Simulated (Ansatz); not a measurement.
`BCC#C` + `[SiH3][SiH2][SeH]` → `B[Se][SiH2][SiH3]` + `C#CC` at 600 K and 1 bar (ligand exchange at a B–C bond).

Isolated molecules relaxed with PBE0-D4/def2-TZVP in Ansatz; ΔE leaves out vibrations. CCSD(T)/CBS is the MP2 limit (def2-TZVPP, def2-QZVPP) plus CCSD(T) − MP2 in def2-TZVPP, frozen cores. This one scheme is used for every species. For Se outer-core shells are correlated without core-valence functions, which leaves a few kJ/mol of doubt a bond. Scalar relativity is left out up to krypton. Each species was taken in one conformer, which may not be the lowest.

| species | CCSD(T)/CBS energy (Eh) | H − E (kJ/mol) | S (J/(mol·K)) |
| --- | --- | --- | --- |
| `BCC#C` | -141.86772 | 222.0 | 373.9 |
| `[SiH3][SiH2][SeH]` | -2982.48284 | 189.9 | 436.5 |
| `B[Se][SiH2][SiH3]` | -3007.88916 | 238.7 | 485.3 |
| `C#CC` | -116.49627 | 182.1 | 298.5 |

H − E and S are ideal-gas, rigid-rotor, harmonic terms from PBE0-D4/def2-TZVP, for one conformer and one mirror image of each species. 1 Eh = 2625.50 kJ/mol, R = 8.31446 J/(mol·K).

**Question.** By hand: ΔE, ΔH, ΔS and ΔG.

**Answer.** ΔE = (-3007.88916) + (-116.49627) − (-141.86772) − (-2982.48284) = -0.03487 Eh = -91.6 kJ/mol. Δ(H − E) = 238.7 + 182.1 − 222.0 − 189.9 = 8.9, so ΔH = -82.7 kJ/mol. ΔS = 485.3 + 298.5 − 373.9 − 436.5 = -26.6 J/(mol·K). ΔG = -82.7 − 600 × (-26.6)/1000 = -66.7 kJ/mol.

**Question.** By hand: the equilibrium constant, and the temperature at which ΔG would vanish if ΔH and ΔS stayed fixed.

**Answer.** log₁₀ K = −ΔG/(RT ln 10) = 5.8. ΔG = 0 at ΔH/ΔS = 3109 K, far beyond where these terms or the molecules hold.

ΔH outweighs TΔS. A doubt of 5 kJ/mol in ΔE shifts log₁₀ K by 0.4 here. Other conformers and mirror images would add mixing entropy, several J/(mol·K) or more a flexible species. Modes under 60 cm⁻¹, often nearly free rotors, make the harmonic entropy too high. These are equilibria of isolated gas molecules and say nothing of rates. Largest T1 diagnostic: 0.014 (customary marks: 0.02 for closed shells, 0.045 for open ones).
